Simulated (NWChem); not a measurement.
System: CH6BN; SMILES NBC

The following NWChem deck was run.

```
start job
memory heap 200 mb stack 900 mb global 1100 mb
geometry units angstroms
  B     -0.514667     0.090086     0.000000
  H     -1.726354     0.186378     0.000000
  C      0.178518    -1.323081     0.000000
  H     -0.147879    -1.905588    -0.878483
  H     -0.147879    -1.905588     0.878483
  H      1.279962    -1.292287     0.000000
  N      0.211715     1.279746     0.000000
  H     -0.223161     2.192539     0.000000
  H      1.223828     1.311779     0.000000
end
basis spherical
  B library def2-svp
  H library def2-svp
  C library def2-svp
  N library def2-svp
end
dft
  xc slater vwn_5
  iterations 150
end
driver
  maxiter 120
end
task dft optimize
task dft freq
```

Excerpt of the output:

```
             Northwest Computational Chemistry Package (NWChem) 7.3.0
             --------------------------------------------------------

 CS  symmetry detected

                             Geometry "geometry" -> ""
                             -------------------------

 Output coordinates in angstroms (scale by  1.889725989 to convert to a.u.)

  No.       Tag          Charge          X              Y              Z
 ---- ---------------- ---------- -------------- -------------- --------------
    1 B                    5.0000    -0.52488065     0.08597400     0.00000000
    2 H                    1.0000    -1.73687683     0.17829293     0.00000000
    3 C                    6.0000     0.17293374    -1.32491278     0.00000000
    4 H                    1.0000    -0.15155174    -1.90848675    -0.87848300
    5 H                    1.0000    -0.15155174    -1.90848675     0.87848300
    6 H                    1.0000     1.27427086    -1.29050783     0.00000000
    7 N                    7.0000     0.19759711     1.27800907     0.00000000
    8 H                    1.0000    -0.24026917     2.18937141     0.00000000
    9 H                    1.0000     1.20959965     1.31336014     0.00000000

 Effective nuclear repulsion energy (a.u.)      67.6613771377

      Symmetry information
      --------------------

 Group name             Cs
 Group number              2
 Group order               2
 No. of unique centers     8

                                Z-matrix (autoz)
                                --------

 Units are Angstrom for bonds and degrees for angles

[...]

      ----------------------
      Optimization converged
      ----------------------

  Step       Energy      Delta E   Gmax     Grms     Xrms     Xmax
  ---- ---------------- -------- -------- -------- -------- --------
@    4    -120.13500755 -6.4D-07  0.00007  0.00002  0.00057  0.00150
                                     ok       ok       ok       ok

                                Z-matrix (autoz)
                                --------

 Units are Angstrom for bonds and degrees for angles

[...]

 Rotational Constants
 --------------------
 A=   1.427051 cm-1  (  2.053162 K)
 B=   0.278519 cm-1  (  0.400718 K)
 C=   0.243636 cm-1  (  0.350530 K)

 Temperature                      =   298.15K
 frequency scaling parameter      =   1.0000

 Zero-Point correction to Energy  =   46.418 kcal/mol  (  0.073972 au)
 Thermal correction to Energy     =   49.323 kcal/mol  (  0.078601 au)
 Thermal correction to Enthalpy   =   49.915 kcal/mol  (  0.079545 au)

 Total Entropy                    =   65.502 cal/mol-K
   - Translational                =   37.190 cal/mol-K (mol. weight =  43.0593)
   - Rotational                   =   22.327 cal/mol-K (symmetry #  =        1)
   - Vibrational                  =    5.985 cal/mol-K

 Cv (constant volume heat capacity) =   15.502 cal/mol-K
   - Translational                  =    2.979 cal/mol-K
   - Rotational                     =    2.979 cal/mol-K
   - Vibrational                    =    9.543 cal/mol-K

[normal modes left out]

 ----------------------------------------------------------------------------
 Normal Eigenvalue ||           Projected Infra Red Intensities
  Mode   [cm**-1]  || [atomic units] [(debye/angs)**2] [(KM/mol)] [arbitrary]
 ------ ---------- || -------------- ----------------- ---------- -----------
    1       -0.000 ||    0.000206           0.005         0.201       0.078
    2       -0.000 ||    0.002342           0.054         2.283       0.885
    3       -0.000 ||    0.004787           0.110         4.667       1.809
    4       -0.000 ||    0.001011           0.023         0.985       0.382
    5        0.000 ||    0.000198           0.005         0.193       0.075
    6        0.000 ||    0.001048           0.024         1.021       0.396
    7      155.145 ||    0.007297           0.168         7.114       2.757
    8      340.171 ||    0.002002           0.046         1.952       0.757
    9      503.896 ||    0.007743           0.179         7.548       2.926
   10      589.079 ||    0.161146           3.718       157.093      60.886
   11      739.631 ||    0.001665           0.038         1.623       0.629
   12      809.783 ||    0.003440           0.079         3.354       1.300
   13      819.271 ||    0.003927           0.091         3.829       1.484
   14      917.532 ||    0.020299           0.468        19.788       7.670
   15      998.253 ||    0.002897           0.067         2.824       1.095
   16     1101.966 ||    0.018709           0.432        18.239       7.069
   17     1231.105 ||    0.024550           0.566        23.933       9.276
   18     1334.905 ||    0.052295           1.206        50.980      19.759
   19     1352.246 ||    0.005384           0.124         5.249       2.034
   20     1402.208 ||    0.029594           0.683        28.850      11.182
   21     1535.800 ||    0.151981           3.506       148.159      57.423
   22     2500.186 ||    0.135871           3.135       132.454      51.336
   23     2955.996 ||    0.003459           0.080         3.372       1.307
   24     3046.991 ||    0.002261           0.052         2.204       0.854
   25     3058.476 ||    0.016401           0.378        15.989       6.197
   26     3490.614 ||    0.022329           0.515        21.767       8.436
   27     3602.349 ||    0.031762           0.733        30.963      12.001
 ----------------------------------------------------------------------------
```

Level: LDA (Slater exchange, VWN5)/def2-SVP.
